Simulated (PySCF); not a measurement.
**Molecular orbitals of SrBi⁺**

r²SCAN at R = 3.221 Å; Sr def2-SVPD with ECP28, Bi def2-SVPD with ECP60; scalar-relativistic core potentials (PySCF 2.14). State: ³Σ⁻ (triplet), unpaired electrons π ↑↑. Only the outer orbitals are listed, counted within each symmetry, core potentials removing the inner ones.

```json
{"spin": "α", "orbital": "5σ", "occ.": "1", "ε (eV)": "-29.01", "on Sr (%)": "99", "main shells (%)": "98 Sr p"}
{"spin": "α", "orbital": "6σ", "occ.": "1", "ε (eV)": "-18.63", "on Sr (%)": "1", "main shells (%)": "99 Bi s"}
{"spin": "α", "orbital": "7σ", "occ.": "1", "ε (eV)": "-9.14", "on Sr (%)": "29", "main shells (%)": "68 Bi p, 20 Sr s"}
{"spin": "α", "orbital": "4π", "occ.": "1", "ε (eV)": "-8.98", "on Sr (%)": "8", "main shells (%)": "91 Bi p"}
{"spin": "α", "orbital": "4π", "occ.": "1", "ε (eV)": "-8.98", "on Sr (%)": "8", "main shells (%)": "91 Bi p"}
{"spin": "α", "orbital": "8σ", "occ.": "0", "ε (eV)": "-6.55", "on Sr (%)": "90", "main shells (%)": "69 Sr s, 14 Sr d, 8 Bi p"}
{"spin": "α", "orbital": "2δ", "occ.": "0", "ε (eV)": "-5.48", "on Sr (%)": "99", "main shells (%)": "99 Sr d"}
{"spin": "α", "orbital": "2δ", "occ.": "0", "ε (eV)": "-5.48", "on Sr (%)": "99", "main shells (%)": "99 Sr d"}
{"spin": "β", "orbital": "5σ", "occ.": "1", "ε (eV)": "-28.99", "on Sr (%)": "98", "main shells (%)": "98 Sr p"}
{"spin": "β", "orbital": "6σ", "occ.": "1", "ε (eV)": "-17.11", "on Sr (%)": "2", "main shells (%)": "98 Bi s"}
{"spin": "β", "orbital": "7σ", "occ.": "1", "ε (eV)": "-8.60", "on Sr (%)": "50", "main shells (%)": "49 Bi p, 39 Sr s, 10 Sr d"}
{"spin": "β", "orbital": "4π", "occ.": "0", "ε (eV)": "-6.94", "on Sr (%)": "32", "main shells (%)": "67 Bi p, 27 Sr d"}
{"spin": "β", "orbital": "4π", "occ.": "0", "ε (eV)": "-6.94", "on Sr (%)": "32", "main shells (%)": "67 Bi p, 27 Sr d"}
{"spin": "β", "orbital": "8σ", "occ.": "0", "ε (eV)": "-6.63", "on Sr (%)": "82", "main shells (%)": "56 Sr s, 17 Bi p, 14 Sr p"}
```

Which are the highest filled and the lowest empty level, where do they sit, and how wide is the gap?

Highest filled β 7σ at -8.60 eV (in %: 49 Bi p, 39 Sr s, 10 Sr d); lowest empty β 4π at -6.94 eV (in %: 67 Bi p, 27 Sr d); the gap at r²SCAN is 1.66 eV.

```
bond order (Mayer)                                                                                                 : 1.22
⟨S²⟩                                                                                                               : 2.040
charge on Sr (Mulliken, basis-dependent)                                                                           : 1.03
charge on Sr (Löwdin, basis-dependent)                                                                             : 0.86
dipole moment (positive dipole points towards Bi; it is taken about the centre of mass and depends on that origin) : -12.44 D
```

These are scalar-relativistic numbers at best; spin–orbit coupling would shift them, the dissociation energy most. The state is the lowest determinant that a PBE0 search found; another state may lie lower at other levels.
